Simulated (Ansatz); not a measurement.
Compare A (`CCC[TeH]`) with its isomer B (`CC[Te]C`).

Computed with Ansatz on PBE0-D4/def2-TZVP structures; ΔE is electronic, products minus reactants. CCSD(T)/CBS adds triple-zeta CCSD(T) − MP2 to the extrapolated MP2 energy (def2 sets, frozen cores). Functionals use def2-TZVPP. B3LYP here is the variant with VWN-RPA as its local correlation; programs differ in this. Elements past krypton have def2 core potentials. For Te outer-core shells are correlated without core-valence functions, which leaves a few kJ/mol of doubt a bond. Each species was taken in one conformer, which may not be the lowest.

Q: Which isomer does CCSD(T)/CBS put lower? Give the gap. (Best estimate.)

A: Computed: B, by 2.3 kcal/mol.

Q: Give E(B) − E(A) in kcal/mol with B3LYP, PBE-D4, B2PLYP, CCSD(T)/def2-TZVPP, ωB97M-V, MP2/def2-TZVPP, PBE0-D4. (Estimate.)

A: Ansatz gave: B3LYP -1.7, PBE-D4 -2.0, B2PLYP -1.9, CCSD(T)/def2-TZVPP -1.2, ωB97M-V -1.3, MP2/def2-TZVPP -2.2, PBE0-D4 -1.3. None reverses the order clearly.

Largest T1 diagnostic: 0.010.

In def2-TZVPP, CCSD(T) changes the Hartree–Fock value by −1.1 kcal/mol (the triples alone add −0.4 kcal/mol) and MP2 by −2.2 kcal/mol.
